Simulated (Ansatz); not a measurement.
Gas-phase electronic energies from Ansatz, PBE0-D4/def2-TZVP geometries. CCSD(T)/CBS is the MP2 limit (def2-TZVPP, def2-QZVPP) plus CCSD(T) − MP2 in def2-TZVPP, frozen cores. DFT in def2-TZVPP. HSE06 is defined as in plane-wave codes. For Se outer-core shells are correlated without core-valence functions, which leaves a few kJ/mol of doubt a bond. Scalar relativity is left out up to krypton. Each species was taken in one conformer, which may not be the lowest.

Consider the redistribution: `C[SiH2][Se]C` + `C[CH2][AlH][AlH2]` → `C[SiH2][AlH][AlH2]` + `CC[Se]C`.

| level | ΔE (kJ/mol) | difference from CCSD(T)/CBS |
| --- | --- | --- |
| LDA (SPW92) | 75.4 | -9.1 |
| PBE-D4 | 74.2 | -10.3 |
| BLYP-D4 | 80.5 | -4.0 |
| PBE0-D4 | 78.6 | -5.9 |
| r2SCAN0-D4 | 85.8 | 1.3 |
| ωB97X-V | 82.6 | -1.9 |
| BLYP | 76.8 | -7.7 |
| HSE06 | 76.7 | -7.8 |
| CCSD/def2-TZVPP | 79.7 | -4.8 |
| HF/CBS(def2) | 86.9 | 2.4 |
| CCSD(T)/CBS | 84.5 | 0 |

Largest T1 diagnostic among the species: 0.012.

From BLYP to BHLYP (50 % exact exchange), in def2-TZVPP and without D4, ΔE moves by +8.8 kJ/mol. Leaving LDA and LC-ωPBE aside and taking each functional with its dispersion term where it has one, the values, not all of them listed here, spread over 17.6 kJ/mol, from revPBE-D4 to ωB97M-V. LDA lies +3.1 kJ/mol from PBE without D4.
